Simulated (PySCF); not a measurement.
C6H10, SMILES C1CC1CC=C.

The structure is a stationary point at B3LYP-D3(BJ)/def2-SVP. Other conformers were not sampled.

Two levels are set side by side: PBE/def2-TZVP (PySCF) and B3LYP/def2-TZVP (PySCF). Same geometry, gas phase. Differences are taken from unrounded values.

| quantity | B3LYP | PBE | PBE minus B3LYP |
|---|---|---|---|
| orbital gap (eV) | 7.15 | 5.45 | -1.70 |
| highest occupied level (eV) | -7.20 | -6.30 | 0.90 |
| lowest empty level (eV) | -0.06 | -0.85 | -0.80 |
| dipole moment (D) | 0.32 | 0.34 | 0.02 |
| mean polarisability (bohr³) | 70.6 | 71.9 | 1.4 |

Without exact exchange PBE keeps part of each electron's self-repulsion, which lifts occupied levels and narrows the gap. Differences between two approximate levels are no errors against the true value.

Rough cost on one machine, each run with all the roots and properties that it gave: B3LYP against PBE within a factor of 2.
